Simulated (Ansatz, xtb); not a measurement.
Relative energy of two isomers of C5H6O3S

Structure I is `O=C1COCS/C1=C/O`, a singlet and structure II is `O=CC1=C(O)COCS1`, a singlet. Both are isolated molecules in the gas phase, relaxed with B3LYP-D3(BJ)/def2-SVP; the shapes shown needn't be the lowest conformers.

I (Å):

```xyz
15

C     1.3382    0.6631   -0.1101
C     0.9679   -0.4763   -1.0528
C    -0.6927    0.7951   -2.1307
C     0.5110    1.8469    0.0164
C     0.9867    2.8857    0.7857
O     2.4260    0.5621    0.4853
O    -0.3133   -0.4502   -1.6336
O     2.1106    2.8512    1.4581
S    -1.0853    1.9705   -0.7767
H     1.0557   -1.4166   -0.4891
H     1.7616   -0.4899   -1.8295
H     0.0919    1.2377   -2.7739
H    -1.6171    0.6682   -2.7098
H     0.4249    3.8234    0.8819
H     2.5141    1.9436    1.2619
```

II (Å):

```xyz
15

C    -0.0827   -0.2267    1.6783
C     0.7253   -0.7611    0.6074
C     1.9887   -1.2271    0.9075
C     2.9321   -1.8598   -0.0843
C     1.1489   -2.2038   -1.5864
O     0.3099   -0.1296    2.8473
O     2.4769   -1.2034    2.1332
O     2.4955   -1.8753   -1.4194
S     0.0431   -0.8445   -1.0404
H    -1.1112    0.1057    1.4132
H     1.7671   -0.7757    2.7108
H     3.1528   -2.8826    0.2879
H     3.8816   -1.3018   -0.0599
H     0.8783   -3.1183   -1.0256
H     0.9646   -2.3539   -2.6581
```

Energies in hartree; the thermal terms are from GFN2-xTB frequencies at re-optimised GFN2-xTB minima (ideal gas, soft modes damped towards free rotors, one conformer each, 298.15 K, 1 atm) and include the zero-point energy:

|  | I | II |
| --- | --- | --- |
| E, CCSD(T)/def2-SVP | −815.898393 | −815.899680 |
| E, MP2/def2-SVP | −815.795104 | −815.796743 |
| E, MP2/def2-TZVPP | −816.762326 | −816.763473 |
| zero-point energy | 0.104389 | 0.104078 |
| H(298 K) − E | 0.113704 | 0.113445 |
| G(298 K) − E | 0.070814 | 0.070601 |

Question: Correct the CCSD(T) difference for the basis set by the MP2 change, then work out ΔE, ΔE₀, ΔH and ΔG for I → II in kcal/mol (1 Eh = 627.51 kcal/mol) and the equilibrium ratio [II]/[I].

Answer: 1. Differences II − I: CCSD(T) −0.001287, MP2 in the small set −0.001639, MP2 in the large set −0.001147 Eh.
2. ΔE = −0.001287 + (−0.001147 − (−0.001639)) = −0.000795 Eh = −0.50 kcal/mol.
3. ΔE₀ = ΔE + ΔZPE = −0.000795 + (−0.000311) Eh = −0.69 kcal/mol.
4. ΔH = ΔE + (−0.000259) Eh = −0.66 kcal/mol.
5. ΔG = ΔE + (−0.000213) Eh = −0.63 kcal/mol, so ΔS = (ΔH − ΔG)/T = −0.4 J/(mol K).
6. kT = 0.9442 mEh, so K = [II]/[I] = exp(−ΔG/kT) = exp(+1.07) ≈ 2.9.

The two are too close for this level to say which is favoured. An error of 1 kcal/mol in ΔG would change K by a factor of 5.4. Mirror images and further conformers aren't counted.

As drawn, both hold the same kinds of bond in the same numbers.

Other levels gave ΔE = +0.5 (GFN2-xTB); −2.4 (HF/STO-3G, GFN2-xTB geometries); −0.2 (r2SCAN-D4/def2-SVP, GFN2-xTB geometries); −0.2 (B3LYP-D3(BJ)/def2-SVP); −0.4 (HF/def2-SVP); −1.0 (MP2/def2-SVP); −0.8 (CCSD(T)/def2-SVP) kcal/mol. The correlated steps freeze 13 core orbitals. Programs: Ansatz 0.2.0, xtb 6.7.1.
